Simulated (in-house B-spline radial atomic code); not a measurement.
A fraction x of an electron is added to 3p in Al, starting from [Ne] 3s2 3p1 and keeping the highest spin. Method: non-relativistic LC-wPBE, spin-polarised, spherical fractional occupations, point nucleus. Calculated with an all-electron radial atomic-structure program (B-spline basis).

Caution: exact exchange at fractional occupations of open shells leaves self-interaction of up to several eV.

```json
{"x": "0", "E(x) - E(0) (eV)": "0.0000", "3p up level (eV)": "-2.334"}
{"x": "0.1", "E(x) - E(0) (eV)": "-0.2167", "3p up level (eV)": "-2.002"}
{"x": "0.2", "E(x) - E(0) (eV)": "-0.4008", "3p up level (eV)": "-1.680"}
{"x": "0.3", "E(x) - E(0) (eV)": "-0.5532", "3p up level (eV)": "-1.370"}
{"x": "0.4", "E(x) - E(0) (eV)": "?", "3p up level (eV)": "?"}
{"x": "0.5", "E(x) - E(0) (eV)": "-0.7678", "3p up level (eV)": "-0.786"}
{"x": "0.6", "E(x) - E(0) (eV)": "-0.8328", "3p up level (eV)": "-0.516"}
{"x": "0.7", "E(x) - E(0) (eV)": "?", "3p up level (eV)": "?"}
{"x": "0.8", "E(x) - E(0) (eV)": "-0.8860", "3p up level (eV)": "-0.031"}
```

(1) What belongs in the row x = 0.4?

(2) What belongs in the row x = 0.7?

(3) Check Janak's theorem between x = 0.1 and 0.2.

Results:

(1) An energy change of -0.6751 eV; 3p up at -1.071 eV.

(2) An energy change of -0.8715 eV; 3p up at -0.262 eV.

(3) The slope of the energy is -1.84 eV; the orbital levels give -1.84 eV (ε of the filling orbital, averaged over the two points).
